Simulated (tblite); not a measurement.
Compound: C5H9NSi.
Atom-mapped SMILES: `[CH:1]#[C:2][C@@H:3]1[CH2:4][C@@H:5]1[SiH2:6][NH2:7]` (hydrogens: H8 on C1; H9 on C3; H10, H11 on C4; H12 on C5; H13, H14 on Si6; H15, H16 on N7)

Computed with GFN2-xTB (tblite), gas phase: L-BFGS steps from a force-field or distance-geometry start until the largest atomic force falls under 0.01 eV/Å.

Step 21: E = -540.4550 eV
```
atom  x, y, z in Å  |  force x, y, z in eV/Å
C1      0.8782    1.1915    2.2775   -0.010  -0.037  -0.034
C2      0.8653    0.2348    1.5546    0.013   0.035   0.017
C3      0.8829   -0.9189    0.7153   -0.042   0.001  -0.010
C4      1.6005   -0.8651   -0.6037    0.002  -0.019   0.012
C5      0.1051   -0.9492   -0.5822    0.002  -0.005   0.010
Si6    -0.9147    0.5125   -1.1880    0.012  -0.022   0.007
N7     -2.3670    0.5296   -0.2607   -0.004   0.030   0.016
H8      0.8912    2.0273    2.9111   -0.016   0.000  -0.014
H9      0.9440   -1.8486    1.2750   -0.006   0.021  -0.008
H10     2.1759   -1.7288   -0.9045    0.010  -0.006  -0.005
H11     2.0484    0.0770   -0.8847    0.011  -0.016  -0.006
H12    -0.3063   -1.9223   -0.8275    0.017   0.004   0.019
H13    -1.3348    0.2543   -2.5683   -0.010   0.029   0.002
H14    -0.0845    1.7246   -1.1314   -0.006   0.027   0.007
H15    -3.0890    1.1744   -0.5397   -0.011  -0.017   0.006
H16    -2.3028    0.5158    0.7458    0.038  -0.023  -0.020
```

Step 22: E = -540.4553 eV
```
atom  x, y, z in Å  |  force x, y, z in eV/Å
C1      0.8772    1.1916    2.2767   -0.010  -0.011  -0.015
C2      0.8656    0.2349    1.5543    0.010   0.024   0.008
C3      0.8833   -0.9185    0.7155   -0.053  -0.001  -0.005
C4      1.6009   -0.8655   -0.6023   -0.003  -0.020  -0.020
C5      0.1054   -0.9488   -0.5819   -0.004   0.000   0.004
Si6    -0.9134    0.5131   -1.1890    0.009  -0.007   0.011
N7     -2.3652    0.5288   -0.2607   -0.003   0.027   0.012
H8      0.8893    2.0277    2.9097   -0.016   0.004  -0.010
H9      0.9433   -1.8478    1.2749   -0.005   0.004   0.003
H10     2.1741   -1.7293   -0.9046    0.026  -0.025  -0.004
H11     2.0494    0.0753   -0.8850    0.015  -0.001  -0.004
H12    -0.3069   -1.9217   -0.8266    0.020   0.004   0.018
H13    -1.3378    0.2571   -2.5688   -0.001   0.028   0.009
H14    -0.0827    1.7260   -1.1310   -0.015   0.011   0.004
H15    -3.0888    1.1721   -0.5383   -0.014  -0.011  -0.001
H16    -2.3013    0.5140    0.7456    0.043  -0.025  -0.010
```

**Question.** Estimate the geometry and energy of step 23. (The exact step hangs on the optimiser's Hessian estimate; all steps are aligned on step 22, rigid shifts and turns removed.)

**Answer.** E = -540.4556 eV, largest force 0.052 eV/Å
```
atom  x, y, z in Å  |  force x, y, z in eV/Å
C1      0.8759    1.1917    2.2757   -0.009   0.022   0.009
C2      0.8662    0.2352    1.5538    0.004   0.003  -0.008
C3      0.8827   -0.9181    0.7157   -0.041  -0.001  -0.002
C4      1.6013   -0.8663   -0.6011   -0.008  -0.017  -0.042
C5      0.1056   -0.9483   -0.5816   -0.007   0.004  -0.007
Si6    -0.9118    0.5138   -1.1897    0.000   0.015   0.010
N7     -2.3631    0.5286   -0.2606    0.004   0.017   0.003
H8      0.8868    2.0282    2.9080   -0.014   0.010  -0.005
H9      0.9423   -1.8468    1.2750   -0.007  -0.013   0.013
H10     2.1727   -1.7304   -0.9048    0.035  -0.038   0.000
H11     2.0508    0.0734   -0.8853    0.015   0.006  -0.001
H12    -0.3073   -1.9211   -0.8254    0.017  -0.001   0.013
H13    -1.3410    0.2608   -2.5690    0.010   0.026   0.015
H14    -0.0805    1.7278   -1.1307   -0.025  -0.007   0.001
H15    -3.0892    1.1692   -0.5368   -0.017  -0.003  -0.006
H16    -2.2990    0.5114    0.7453    0.044  -0.024   0.006
```

The energy changes by -0.0003 eV. The first-order estimate −F·Δx gives -0.0004 eV and the mean of the old and new forces, exact on a quadratic surface, -0.0003 eV. The step makes an angle of 66° with the force vector and moves no atom by more than 0.005 Å.

What follows is the cost of the whole relaxation. On Arm Neoverse N1, one thread, no GPU, shared host, this took 0.63 s wall.
